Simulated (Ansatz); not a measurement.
Geometry optimisation, RHF/def2-SVP (Ansatz).

Input file:

```yaml
crystal:
  periodic: [false, false, false]
  atoms:
    - { symbol: Mo, position_ang: [-0.161588, -0.186027, -0.040693] }
    - { symbol: Cl, position_ang: [-0.126298, -0.236002, 2.253143] }
    - { symbol: F, position_ang: [1.596368, -0.4936, -0.13369] }
    - { symbol: F, position_ang: [-0.257221, 1.603226, -0.019737] }
    - { symbol: F, position_ang: [-1.959849, -0.185923, -0.06873] }
    - { symbol: F, position_ang: [-0.369367, -1.970751, -0.14462] }
    - { symbol: F, position_ang: [-0.12784, -0.050954, -1.835831] }
    - { symbol: S, position_ang: [2.223674, 2.129598, 1.255872] }
    - { symbol: H, position_ang: [3.306773, 1.611311, 1.840104] }
    - { symbol: H, position_ang: [1.395648, 1.847023, 2.307882] }
basis:
  gaussian: { orbitals: def2-SVP }
hamiltonian:
  xc: hf
relax:
  f_tol: 0.03
  max_steps: 50
```

Launched with:

```bash
$ ansatz run input.yaml --threads 4 --pin off --max-ram 5120MiB --backend cpu --events-out ev --progress --plain --runs-dir out
```

Q: Where does it end, and by what steps?

A: The run converged. The force dipped under the threshold on the way, but the program's further checks kept it going. After 29 steps the energy has fallen by 0.474 eV; H10 moved furthest, 1.57 Å.

```csv
step,energy less start (eV),largest force component (eV/Å),accepted
0,0.0000,1.060,yes
2,-0.3297,0.606,yes
4,-0.4329,0.125,yes
6,-0.4610,0.058,yes
8,-0.4635,0.303,yes
10,-0.4672,0.071,yes
12,-0.4683,0.045,yes
14,-0.4688,0.066,yes
16,-0.4694,0.080,yes
18,-0.4698,0.132,yes
20,-0.4712,0.008,yes
22,-0.4713,0.200,no
24,-0.4723,0.173,no
26,-0.4732,0.056,yes
28,-0.4737,0.038,yes
29,-0.4741,0.014,yes
```

```xyz
10
Properties=species:S:1:pos:R:3
Mo -0.434 -0.384 -0.207
Cl -0.626 -0.210 2.026
F 1.357 -0.279 -0.117
F -0.550 1.391 -0.419
F -2.215 -0.521 -0.398
F -0.322 -2.175 -0.101
F -0.282 -0.537 -2.000
S 2.564 2.714 1.941
H 3.417 1.793 1.487
H 2.612 2.275 3.201
```

Whether the end is a true minimum wasn't checked by a vibrational analysis.

Run time: 60 s on 4 threads of Arm Neoverse V2 (shared host), peak memory 0.47 GiB.
